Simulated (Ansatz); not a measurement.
A nudged elastic band was laid between two geometries of ClH3S2Si (7 atoms, charge 0, multiplicity 1).

The calculation used RKS PBE-D4/cc-pVDZ (Ansatz 0.2.0).

| Item | Value |
| --- | --- |
| movable images | 9 |
| climbing image | yes |
| spring | 5.0 eV/Å² |
| optimiser | quadratic models (default) |
| start path | IDPP |
| force threshold | 0.03 eV/Å |
| iteration limit | 20 |
| end points | relaxed |

First end point:

```xyz
7
Properties=species:S:1:pos:R:3
S -0.610 1.356 -1.395
Si -0.042 -0.003 0.181
S 1.795 -0.873 -0.537
Cl -1.578 -1.411 0.486
H -1.929 1.351 -1.031
H 0.175 0.639 1.523
H 2.251 -1.126 0.728
```

Last end point:

```xyz
7
Properties=species:S:1:pos:R:3
S -0.466 1.086 -1.384
Si 0.013 0.108 0.482
S 2.005 -0.687 0.303
Cl -1.445 -1.358 0.876
H -1.811 1.099 -1.130
H 0.038 1.014 1.678
H 1.727 -1.332 -0.872
```

**Question.** What changes between the two ends?

**Answer.** No bond is made or broken. The dihedral Cl4–Si2–S3–H7 goes from -88 to 69°.

**Question.** What energy profile does the band end with?

**Answer.** The forces met the threshold. The highest image is number 6 of 0 to 10, 0.5 kcal/mol above the first end and 1.2 kcal/mol above the last; the last end lies 0.7 kcal/mol below the first. Beside the main top the profile has a ripple of under 15 meV (maxima at images 2, 6), which may be a very shallow well or noise. A vibrational analysis at the climbing image gives one clearly imaginary mode, 146i cm⁻¹: a first-order saddle point.

```csv
image,path coordinate (Å),energy (kcal/mol),dihedral Cl4–Si2–S3–H7 (°)
0,0.00,0.0,-88
1,0.33,0.2,-73
2,0.66,0.3,-59
3,0.99,0.1,-44
4,1.32,0.0,-26
5,1.65,0.3,-9
6,1.98,0.5,9
7,2.32,0.3,27
8,2.66,-0.1,43
9,3.00,-0.5,57
10,3.34,-0.7,69
```

**Question.** What is the geometry of the highest image?

**Answer.** 
```xyz
7
Properties=species:S:1:pos:R:3
S -0.828 0.657 -1.678
Si 0.013 0.175 0.248
S 2.074 -0.384 -0.101
Cl -0.986 -1.427 1.180
H -1.942 1.248 -1.140
H -0.106 1.344 1.184
H 1.836 -1.681 0.261
```

The run took 6.4 min on 1 CPU thread of a shared host.
